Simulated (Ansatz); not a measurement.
C$_{3}$H$_{9}$NSi (`C[Si]N(C)C`), relaxed with RKS PBE-D4/def2-SVP in Ansatz from a rough embedded geometry. The force threshold is 0.03 eV/Å; the program also tests the step.

Charge 0, multiplicity 1.

Start:

```xyz
14

C    -2.009   -0.611   -0.667
Si   -0.434   -1.492   -0.539
N     0.757   -0.410    0.055
C     1.363    0.676   -0.771
C     0.807    0.034    1.461
H    -2.382   -0.285    0.357
H    -1.995    0.216   -1.311
H    -2.803   -1.324   -0.985
H     1.487    0.309   -1.838
H     2.250    1.051   -0.430
H     0.566    1.501   -0.845
H     1.803    0.412    1.724
H    -0.012    0.768    1.667
H     0.602   -0.845    2.121
```

Q: How much energy does the relaxation release, and in how many steps? (Best estimate.)

A: Ansatz gave: 176.46 kJ/mol, in 18 steps.

Q: Which bonds change most? (Best estimate.)

A: The calculation gave: C1–Si2 from 1.809 to 1.933 Å; C4–H10 from 1.022 to 1.115 Å; C1–H7 from 1.049 to 1.113 Å; Si2–N3 from 1.715 to 1.758 Å.

Q: Give the relaxed structure. (Estimate.)

A: Ansatz gave: 
```xyz
14

C    -1.842   -0.837   -1.183
Si   -0.963   -1.268    0.484
N     0.327   -0.073    0.501
C     0.647    0.959   -0.473
C     1.242   -0.065    1.635
H    -2.252    0.198   -1.189
H    -1.170   -0.936   -2.065
H    -2.695   -1.530   -1.336
H    -0.056    0.939   -1.325
H     1.680    0.828   -0.871
H     0.605    1.973   -0.012
H     2.295   -0.235    1.311
H     1.216    0.911    2.172
H     0.964   -0.864    2.351
```
